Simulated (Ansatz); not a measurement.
Start from `C[Se][GeH3]` and change one element to get `C[S][GeH3]`.

Ansatz, PBE0-D4/def2-TZVP geometries, multiplicity 1. 

Scalar relativity is left out up to krypton.

```
                                                                                  property  `C[Se][GeH3]`
                                                     LUMO energy (ωB97M-V/def2-TZVPP) / eV           1.59
                                            zero-point energy (PBE0-D4/def2-TZVP) / kJ/mol          160.6
                                                       HOMO–LUMO gap (PBE/def2-TZVPP) / eV           4.30
                                                         HOMO energy (PBE/def2-TZVPP) / eV          -5.34
                                          size of the dipole moment (B3LYP/def2-TZVPP) / D           1.32
ideal-gas entropy at 298 K and 1 bar (rigid rotor, harmonic PBE0-D4/def2-TZVP) / J/(mol·K)            341
```

Task: What does the change do to each property? (An estimate is asked.)

Result: Computed: 
| property | `C[S][GeH3]` | shift |
| --- | --- | --- |
| LUMO energy (ωB97M-V/def2-TZVPP) / eV | 1.94 | 0.35 |
| zero-point energy (PBE0-D4/def2-TZVP) / kJ/mol | 163.4 | 2.8 |
| HOMO–LUMO gap (PBE/def2-TZVPP) / eV | 4.80 | 0.50 |
| HOMO energy (PBE/def2-TZVPP) / eV | -5.56 | -0.22 |
| size of the dipole moment (B3LYP/def2-TZVPP) / D | 1.38 | 0.06 |
| ideal-gas entropy at 298 K and 1 bar (rigid rotor, harmonic PBE0-D4/def2-TZVP) / J/(mol·K) | 325 | -16 |

With PBE0 the HOMO falls by 0.30 eV and the LUMO rises by 0.33 eV, so the gap widens by about 0.63 eV. PBE moves the HOMO by -0.22 eV and ωB97M-V by -0.33 eV. Dipoles are sizes alone; their direction can turn.

B3LYP here is the variant with VWN-RPA as its local correlation; programs differ in this.

Spin–orbit coupling is left out; it splits and shifts lone-pair levels of the heavy atoms by tenths of an eV.
